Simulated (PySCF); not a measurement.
# Electron correlation in La²⁹⁺ (lanthanum, charge +29)

Starting occupation: [Ar] 3d10. All numbers are calculated (PySCF 2.14, X2C-1e with screened-nucleus spin-orbit coupling, Gaussian nucleus, in an uncontracted even-tempered set (19 s from 1.5 bohr⁻², ratio 2.6; 15 p from 2 bohr⁻², ratio 2.6; 10 d from 2 bohr⁻², ratio 2.6; 6 f from 2.1 bohr⁻², ratio 2.8)). Frozen: [Ar]; 10 electrons correlated; the 100 highest virtual spinors left out.

MP2 pair energies summed by pair of shells (mhartree):

```json
{"pair": "3d3/2-3d5/2", "energy": "-187.39", "share (%)": "49.7"}
{"pair": "3d5/2-3d5/2", "energy": "-132.30", "share (%)": "35.1"}
{"pair": "3d3/2-3d3/2", "energy": "-57.03", "share (%)": "15.1"}
```

Total MP2 correlation energy: -376.72 mhartree.

The virtual space was cut to 70 spinors, which keep -371.75 of the -376.72 mhartree of MP2 correlation.

```csv
level,correlation energy (mhartree)
CCSD,-366.68
(T),-0.32
CCSD(T),-367.00
```

Diagnostics: T1 = 9.0e-05, largest double amplitude 0.007.

Cost of the coupled-cluster step: 140 s of wall time on 1 thread of Neoverse-V1 (shared host), for 10 occupied and 70 virtual spinors.

At this charge the one-electron X2C treatment keeps the bare 1/r₁₂, with no two-electron picture change or Breit term. The effect here is smaller than on the frozen 1s shell.
